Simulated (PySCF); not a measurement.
# Stationary points of HZrN

These are results of PBE0/[Zr def2-TZVP with ECP28, N def2-TZVP, H def2-TZVP], scalar-relativistic core potentials, density fitting, no spin–orbit coupling, PySCF, not measurements.

Relaxations began from a few typed shapes. The search is not exhaustive: other isomers or separated fragments can lie lower, and high-lying points may rest on an excited occupation.

Q: Which is the lowest minimum found?
A. singlet Cs: Zr–H 1.897 Å, Zr–N 1.691 Å; H–Zr–N 106.2°
B. singlet C∞v: Zr–H 2.083 Å, Zr–N 1.683 Å; H–Zr–N 180.0°

A: A. The others lie at 79.0 (singlet C∞v, a saddle point) kJ/mol above it.

For the lowest minimum: stability towards spin polarisation was not tested.
